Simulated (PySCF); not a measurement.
**Correlation energy of Ne⁺ (neon, charge +1)**

[He] 2s2 2p5, 2P determinant. Calculation: PySCF 2.14, in x2c-SVPall (3s2p1d, 14 functions); scalar relativity by spin-free X2C-1e. Frozen: 1s2; 7 electrons correlated.

MP2 pair energies summed by pair of shells (mhartree):

```json
{"pair": "2p-2p", "energy": "-85.01", "share (%)": "65.3"}
{"pair": "2s-2p", "energy": "-38.30", "share (%)": "29.4"}
{"pair": "2s-2s", "energy": "-6.92", "share (%)": "5.3"}
```

Total MP2 correlation energy: -130.23 mhartree.

Same-spin part -33.00 and opposite-spin part -97.23 mhartree; SCS-MP2 scales them by 1/3 and 6/5 to -127.68 mhartree.

```json
{"level": "CCSD", "correlation energy (mhartree)": "-140.86"}
{"level": "(T)", "correlation energy (mhartree)": "-1.06"}
{"level": "CCSD(T)", "correlation energy (mhartree)": "-141.92"}
```

Diagnostics: T1 = 0.0037, D1 = 0.0059, largest double amplitude 0.038.

Cost of the coupled-cluster step: 0.14 s of wall time on 1 thread of Neoverse-N1 (shared host), for 7 correlated electrons.

Iterations:

```
CC2 = 0
CCSD nocc = (np.int64(4), np.int64(3)), nmo = (13, 13)
frozen orbitals [[0], [0]]
max_cycle = 100
direct = 0
conv_tol = 1e-08
conv_tol_normt = 1e-06
diis_space = 8
diis_start_cycle = 0
Init t2, MP2 energy = -0.130232606132048
Init E_corr(UCCSD) = -0.130232606133837
cycle = 1  E_corr(UCCSD) = -0.138789260745164  dE = -0.00855665461  norm(t1,t2) = 0.018795
cycle = 2  E_corr(UCCSD) = -0.140373375264771  dE = -0.00158411452  norm(t1,t2) = 0.00444093
cycle = 3  E_corr(UCCSD) = -0.140873935309637  dE = -0.000500560045  norm(t1,t2) = 0.00178597
cycle = 4  E_corr(UCCSD) = -0.140863296892916  dE = 1.06384167e-05  norm(t1,t2) = 0.000409853
cycle = 5  E_corr(UCCSD) = -0.140859867064558  dE = 3.42982836e-06  norm(t1,t2) = 5.89183e-05
cycle = 6  E_corr(UCCSD) = -0.140860857139817  dE = -9.90075259e-07  norm(t1,t2) = 1.15296e-05
cycle = 7  E_corr(UCCSD) = -0.140860831655802  dE = 2.54840149e-08  norm(t1,t2) = 1.61612e-06
cycle = 8  E_corr(UCCSD) = -0.140860839031429  dE = -7.3756263e-09  norm(t1,t2) = 2.29165e-07
UCCSD converged
E(UCCSD) = -127.9256120163016  E_corr = -0.1408608390314286
UCCSD(T) correction = -0.00105605231795112
```
